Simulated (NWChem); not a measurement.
Species: C2H4I, doublet; SMILES I[CH]C

Computed with NWChem. Spin-unrestricted. def2 effective core potentials on I; no spin-orbit coupling. The level has its own optimisation; frequencies are unscaled. Brackets give each atom's bonded neighbours.

Task: Estimate the computed values for PBE0/def2-SVP (core potentials). Quantities: r C–C (Å); r C–I (Å); r C–H [C(CHI)–H(C)] (Å); highest harmonic frequency (cm⁻¹); lowest (cm⁻¹); zero-point energy (kcal/mol).

Result: 
- r C–C (Å) = 1.479
- r C–I (Å) = 2.070
- r C–H [C(CHI)–H(C)] (Å) = 1.092
- highest harmonic frequency (cm⁻¹) = 3239
- lowest (cm⁻¹) = 131
- zero-point energy (kcal/mol) = 32.0
